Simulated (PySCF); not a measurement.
# SbH⁺: energy against distance

Set-up: Sb cc-pVTZ-PP with ECP28, H cc-pVTZ; scalar-relativistic core potentials (PySCF 2.14). Energies in eV from Sb⁺ + H in their ground configurations at the same level. State: ²Π (doublet), unpaired electrons π ↑.

All columns are PBE0. A positive dipole points towards H; it is taken about the centre of mass and depends on that origin.

```csv
R (Å),E (eV),μ (D),Mulliken charge on Sb (basis-dependent),HOMO (eV),LUMO (eV),Mayer bond order,⟨S²⟩
1.477,-2.114,0.64,0.90,-13.54,-11.39,0.98,0.75
1.545,-2.434,0.56,0.92,-13.52,-11.37,0.98,0.75
1.614,-2.617,0.49,0.93,-13.51,-11.36,0.98,0.75
1.665,-2.685,0.44,0.93,-13.50,-11.35,0.98,0.75
1.717,-2.705,0.39,0.93,-13.49,-11.34,0.98,0.75
1.768,-2.686,0.35,0.93,-13.49,-11.34,0.99,0.75
1.837,-2.614,0.31,0.93,-13.48,-11.33,0.99,0.75
1.923,-2.466,0.27,0.93,-13.47,-11.33,0.99,0.75
2.026,-2.233,0.24,0.92,-13.47,-11.32,0.98,0.76
2.163,-1.868,0.24,0.91,-13.47,-11.32,0.98,0.76
```

A fit through these points gives, at Re = 1.716 Å, μ = 0.39 D and dμ/dR = -0.805 D/Å; the reduced mass is 0.9995 u.

Problem. How strong is the fundamental in the double-harmonic approximation, I = 42.26·(dμ/dR)²/μred km/mol?

Solution. I = 42.26·(-0.805)²/0.9995 = 27.4 km/mol at PBE0.

Spin–orbit coupling is left out, which matters for elements this heavy, above all for dissociation energies. For an ion De counts to the pair picked by the measured ionisation energies or electron affinities, which need not be the lowest pair at this level. The state is the lowest determinant that a PBE0 search found; another state may lie lower at other levels.
